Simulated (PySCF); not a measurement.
C₂H₃O₂, SMILES CC(=O)[O-], charge -1. Atoms are numbered in the order given.

```xyz
7

C     -1.3351    -0.1565    -0.0089
C      0.2059     0.0177     0.0003
O      0.8850    -1.0290    -0.0935
O      0.6052     1.1997     0.1030
H     -1.7554     0.2479     0.9256
H     -1.6240    -1.2119    -0.1156
H     -1.7672     0.4310    -0.8345
```
Charge -1, spin multiplicity 1.

Geometry: PBE0-D3(BJ)/def2-SVPD.

All values below come from PBE/pcJ-1 (PySCF).

Isotropic couplings with Fermi-contact, spin-dipole and both spin-orbit terms, one fixed conformer, no vibrational averaging. Isotopes: 13C, 1H.

```tsv
pair	bonds apart	J (Hz)
C1–C2	1	(withheld)
C1–H5	1	113.2
C1–H6	1	118.3
C1–H7	1	113.4
C2–H5	2	-4.1
C2–H6	2	-3.1
C2–H7	2	-4.1
H5–H6	2	(withheld)
H5–H7	2	(withheld)
H6–H7	2	(withheld)
```

Question: Some entries are withheld; supply them. (An estimate is asked for; the answer gives what the named calculation found.)

Answer: 
- C1–C2, J (Hz): 40.1
- H5–H6, J (Hz): -8.6
- H5–H7, J (Hz): -13.6
- H6–H7, J (Hz): -8.3
